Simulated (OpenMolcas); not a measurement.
Computed levels of 4d⁴ in ions with 40 electrons, in cm-1 above ⁵D₀.

- Program: OpenMolcas
- Method: SS-RASPT2, IPEA 0.25 Eh, imaginary shift 0.1 Eh
- Basis: ANO-R2
- Scalar Hamiltonian: X2C, finite nucleus
- Spin-orbit coupling: state interaction with AMFI integrals over the reference wave functions, term energies averaged over their components

Active space for each ion: 10 electrons in 8 orbitals (RAS1 4p, at most 2 holes; RAS2 4d); closed shells correlated by CASPT2: 4s.

```
 Level   Ru4+   Pd6+   Ag7+
   ⁵D₁    502    983   1268
   ⁵D₂   1341   2460   3100
   ⁵D₃   2390   4180   5160
   ⁵D₄   3570   6010   7310
³P₀(1)  17200  20450  22190
   ³H₄  18250  22070  24110
   ³H₅  19450  24350  26970
³P₁(1)  19720  24720  27370
   ³H₆  20420  25920  28850
```

Q: Estimate ⁵D₄, ³P₀(1), ³H₄ for Rh5+ from its neighbours Ru4+ and Pd6+.

A: ⁵D₄ is fine structure, which grows about as the fourth power of a screened charge, so the fourth roots are averaged: ((3570^0.25 + 6010^0.25) / 2)^4 = 4671. The calculation gives 4610, so the estimate is off by +1.3 %.
³P₀(1) is another term, which grows about linearly with the charge: (17200 + 20450) / 2 = 18825. The calculation gives 19010, so the estimate is off by -1.0 %.
³H₄ is another term, which grows about linearly with the charge: (18250 + 22070) / 2 = 20160. The calculation gives 20260, so the estimate is off by -0.5 %.

Mixed levels, with the weight of the term that names them: Pd6+ ³H₄ (72 %), Ag7+ ³H₄ (70 %).

CASPT2 does not keep the components of a term degenerate, so their means are used; among the terms shown or strongly mixed into the levels shown the widest spread is 140 cm-1 (4d⁴ ³H, Rh5+). Active for correlation alone: 4p; no level in the range computed is led by a configuration that opens it, so any true level of that kind is missing. Only configurations of the active space appear.

A number in round brackets counts repeated terms of one configuration in the order of the reference energies.
